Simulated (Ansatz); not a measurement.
Consider the substitution at a C–Al bond: `C[CH](C)[Al]([CH3])[Br]` + `CN[SiH2]Cl` → `CC(C)N(C)[SiH2]Cl` + `[CH3][AlH][Br]`.

Calculated with Ansatz (gas phase, PBE0-D4/def2-TZVP geometries, no zero-point term in ΔE). CBS: MP2 limit from def2 TZ/QZ plus the TZ coupled-cluster correction, frozen cores. For Br outer-core shells are correlated without core-valence functions, which leaves a few kJ/mol of doubt a bond. Scalar relativity is left out up to krypton. One conformer a species, not always the lowest.

```
         level  ΔE (kJ/mol)
MP2/def2-TZVPP         34.9
 MP2/CBS(def2)         37.9
```

Question: What does CCSD(T)/CBS give? (An estimate is asked.)

Answer: Computed: +36.0 kJ/mol. The listed levels differ from it by -1.1, 1.9 kJ/mol.

Largest T1 diagnostic among the species: 0.010.

From BLYP to BHLYP (50 % exact exchange), in def2-TZVPP and without D4, ΔE moves by −7.9 kJ/mol. Leaving LDA and LC-ωPBE aside and taking each functional with its dispersion term where it has one, the values, not all of them listed here, spread over 13.8 kJ/mol, from B97M-V to B2PLYP. LDA lies −17.5 kJ/mol from PBE without D4. At CCSD(T), def2-SVP lies −20.7 kJ/mol from the extrapolated value and def2-TZVPP −3.0 kJ/mol.
